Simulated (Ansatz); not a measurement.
HfSi3⁻. Charge -1, multiplicity 2. Geometry PBE-D4/def2-SVPD; atoms count from 1.

```xyz
4

Hf   -0.886   -0.277   -1.298
Si    0.532    1.765   -0.589
Si   -0.396   -1.723    0.789
Si    0.750    0.234    1.098
```

In the def2 sets Hf takes a core potential; there is no spin–orbit coupling. Another isomer (doublet) lies 0.22 eV lower at PBE0-D4/def2-TZVPD; other spin states weren't run for this one.

**Question.** Estimate the Mulliken populations from the PBE0/def2-TZVPD orbitals of Ansatz.

**Answer.** 
```json
{"atom": "Hf1", "charge (e)": "-0.09", "spin (α − β)": "0.65", "d electrons": "2.18"}
{"atom": "Si2", "charge (e)": "-0.37", "spin (α − β)": "0.32", "d electrons": "–"}
{"atom": "Si3", "charge (e)": "-0.37", "spin (α − β)": "0.32", "d electrons": "–"}
{"atom": "Si4", "charge (e)": "-0.17", "spin (α − β)": "-0.29", "d electrons": "–"}
```
Mulliken values depend strongly on the basis. With diffuse functions, as here, like atoms can get unlike values, and bond orders can come out too low or too high.

**Question.** Where does the spin sit?

**Answer.** Summed by element: Hf 0.65, Si 0.35, of 1 unpaired in all. Largest on single atoms: Hf1 0.65, Si2 0.32, Si3 0.32.

**Question.** And the Mayer bond orders between heavy atoms (over 0.3)?

**Answer.** Hf1–Si2 1.54 (2.59 Å); Hf1–Si3 1.54 (2.59 Å); Hf1–Si4 0.92 (2.95 Å); Si2–Si4 1.04 (2.29 Å); Si3–Si4 1.04 (2.29 Å).
